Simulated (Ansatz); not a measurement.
Job for Ansatz (a first-principles code): R-B3LYP/def2-TZVPP on NH3 (SMILES N).

Ansatz 0.2 input:
```yaml
crystal:
  periodic: [false, false, false]
  atoms:
    - {symbol: N, position_ang: [0.00000000, -0.00002166, 0.27906864]}
    - {symbol: H, position_ang: [-0.00000000, 0.94280068, -0.09306197]}
    - {symbol: H, position_ang: [0.81651180, -0.47143951, -0.09305334]}
    - {symbol: H, position_ang: [-0.81651180, -0.47143951, -0.09305334]}
basis:
  gaussian:
    orbitals: def2-TZVPP
hamiltonian:
  xc: {name: B3LYP}
scf: {lower_state_search: off}
```

Program output:

```
WARN ansatz: RAYON_NUM_THREADS=4 ignored (pool sized by the plan → 4); use --threads N
Functional definition: B3LYP
these checks for a lower state are left out or cut short: stability, starts, cluster_reference, orbital_swaps, neighbouring_geometries, increment
integrals: 0.01 GiB planned
332 factors; their error is unknown
mean field: 0.13 GiB planned
mean field evaluation 1: about -1533.4234 eV, gradient 5.9e1 eV
mean field evaluation 2: about -1525.3747 eV, gradient 8.1e1 eV
mean field evaluation 4: about -1539.8534 eV, gradient 2.4e-1 eV
mean field evaluation 8: about -1539.8545 eV, gradient 5.9e-4 eV
mean field -1539.85453425 eV, -56.5886103827 hartree, gradient 4.7e-6 eV, S^2 0.000000; 0 other end points of the search recorded, 0 dependent functions left out
reference -1539.85467409 eV, -56.5886155217 hartree; 5, 5 occupied and 68, 68 virtual orbitals, 332 factors
Total energy: -1539.85467409 eV, -56.5886155217 hartree
Checks for a lower state left out: stability, starts, cluster_reference, orbital_swaps, neighbouring_geometries, increment
```

Self-consistency was reached.

Cost: very roughly 0.21 core-seconds.
